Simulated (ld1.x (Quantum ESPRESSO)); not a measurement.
## thallium (Tl): one change to a TM potential, before and after

```
Element                 : thallium
Generator               : ld1.x (Quantum ESPRESSO) 7.5
Type                    : norm-conserving Troullier–Martins (Kleinman–Bylander form)
Functional              : PBE
Relativity              : non-relativistic
Frozen core             : [Xe] 4f14 5d10
Valence charge          : 3
Reference configuration : 6s2 6p0.5 (charge +0.5)
Partial waves           : 6s (bound): rc 2.05 bohr; 6p (bound): rc 2.90 bohr
Local potential         : the p channel
Core correction         : a·sin(br)/r model core inside 1.95 bohr
```

All-electron outer shells of the reference configuration (PBE, non-relativistic, ld1.x):

```json
{"shell": "6s", "level (eV)": "-10.52", "outermost node (bohr)": "1.16", "outermost maximum (bohr)": "2.35"}
{"shell": "6p", "level (eV)": "-5.27", "outermost node (bohr)": "1.28", "outermost maximum (bohr)": "2.91"}
```

Change: functional LDA (PZ).

Cutoffs: the cutoffs (Ry, on a coarse ladder) from which the occupation-weighted sum of valence levels, in a spherical-Bessel basis at the reference potential, stays within 10 and 1 mRy of its value at 400 Ry; they do not see the model core or the augmentation charge, which bear on the density cutoff. Errors are all-electron minus pseudo energies relative to the spin-unpolarised reference configuration.

Task: Predict the effect on cutoff, ghosts and configuration errors.

Result: The potential gets neither clearly harder nor softer (18 Ry and 40 Ry → 18 Ry and 40 Ry); the number of tests with a reliable result goes from 7 to 9; of the 7 tests that both files solve, the error grows in 0 and shrinks in 2 by more than 15 % and 0.3 meV (median size 11.2 → 8.2 meV); neither file shows a bound ghost.

```csv
quantity,base,changed
"cutoff, loose",18 Ry,18 Ry
"cutoff, tight",40 Ry,40 Ry
bound ghosts,none,none
"error for 6s2 6p1, meV [ΔE -1.95 → -2.06 eV]",-2.1,-1.9
"error for 6s2 6p0, meV [ΔE 3.37 → 3.50 eV]",-4.9,-4.7
"error for 6s1 6p0, meV [ΔE 21.21 → 21.76 eV]",-149,-145
"error for 6s0 6p3, meV [ΔE 8.29 → 8.37 eV]",-56,-44
"error for 6s2 6p1.3, meV [ΔE -2.50 → -2.66 eV]",-3.6,-3.6
"error for 6s1 6p1, meV [ΔE 9.04 → 9.26 eV]",-35,-32
"error for 6s1 6p2, meV [ΔE 3.07 → 3.05 eV]",-11,-8.2
s: phases at 3.16 bohr within 0.05 rad from the reference energy up to (Ry; the scan ends near 5),1.0,0.9
p: phases at 3.16 bohr within 0.05 rad from the reference energy up to (Ry; the scan ends near 5),2.1,2.1
```
